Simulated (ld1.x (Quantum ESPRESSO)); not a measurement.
**V (Z = 23): excitation energies, all-electron against TM**

V (Z = 23), norm-conserving Troullier–Martins (Kleinman–Bylander form), made with ld1.x (Quantum ESPRESSO) 7.5 (PBE, scalar-relativistic). Core [Ar], reference 3d3 4s2 4p0. Waves: 4s (bound): rc 2.65 bohr; 4p (bound, empty): rc 2.65 bohr; 3d (bound): rc 1.20 bohr. Local part: the d channel. Core correction: none.

Energies are relative to the spin-unpolarised reference configuration 3d3 4s2 4p0; without spin polarisation the order of configurations can differ from experiment. The frozen-core shift is the all-electron ΔE with the core orbitals held at their reference shape minus the fully relaxed ΔE.

```tsv
valence configuration	charge	ΔE all-electron (eV)	error AE − PS (meV)	frozen-core shift (meV)
3d3 4s1 4p0	+1	7.735	+10	+2.1
3d3 4s0 4p0	+2	22.031	+163	+11
3d2 4s0 4p0	+3	50.928	+306	+516
3d4 4s0 4p0	+1	7.197	-124	+138
3d3 4s1.5 4p0	+0.5	3.092	+1.0	+0.6
3d4 4s1 4p0	0	0.586	-81	+87
```

Problem. What are ΔE and the potential's error for 3d3 4s1 4p1?

Solution. ΔE = 3.347 eV all-electron; the error (AE − PS) is +6.0 meV.

Levels in the configuration 3d3 4s1 4p1:

```json
{"level": "3d", "all-electron (eV)": "-6.498", "pseudo (eV)": "-6.480"}
{"level": "4s", "all-electron (eV)": "-5.532", "pseudo (eV)": "-5.518"}
{"level": "4p", "all-electron (eV)": "-2.098", "pseudo (eV)": "-2.098"}
```

These tests converged, but a pseudo level misses the all-electron one widely, so the file describes the atom poorly there or has found another state: 3d2 4s0 4p0: empty 4s by 6.5 eV (a node warning on the way).

Note: ghost states, extra bound levels that the all-electron valence spectrum of the same l lacks: s at -281.6 eV, p at -111.4 eV. A true bound ghost makes a file unfit for plane-wave use.
